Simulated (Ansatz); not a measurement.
Ideal-gas functions of CrO3 (`[O]=[Cr](=[O])=[O]`) at 600 K and 1 bar, from an Ansatz frequency run at PBE0-D4/def2-TZVP.

Molar mass 99.99 g/mol, point group C3v (symmetry number 3), electronic degeneracy 1, moments of inertia 58.719, 58.719, 111.495 u Å². Harmonic wavenumbers (cm⁻¹, unscaled): 215, 389, 389, 1045, 1114, 1114.

Use S(trans) = R[1.5 ln M + 2.5 ln T − 1.1517]; rotational temperatures θ = 24.2544 K / I; S(rot) = R[ln(√π/σ · √(T³/θAθBθC)) + 1.5]; for each mode x = 1.438777 ν̃/T, S = R[x/(eˣ − 1) − ln(1 − e⁻ˣ)] and H = RT x/(eˣ − 1); 1 cm⁻¹ = 0.0119627 kJ/mol; R = 8.31446 J/(mol·K).

**Question.** By hand: the entropy, in J/(mol·K).

**Answer.** Translation 180.8. Rotation: θ = 0.4131, 0.4131, 0.2175 K, giving 101.6. Vibration, mode by mode: 13.91, 9.19, 9.19, 2.56, 2.25, 2.25, in all 39.3. Electronic 0.0. Sum 321.7 J/(mol·K).

**Question.** By hand: H − E and G − E in kJ/mol, counted from the electronic energy.

**Answer.** Zero-point energy ½ × 4266 × 0.0119627 = 25.5; thermal vibration 12.9; translation, rotation and pV give 4 RT = 20.0. H − E = 58.4 kJ/mol, and G − E = 58.4 − 600 × 321.7/1000 = -134.6 kJ/mol.

Vibration gives 12 % of the entropy.
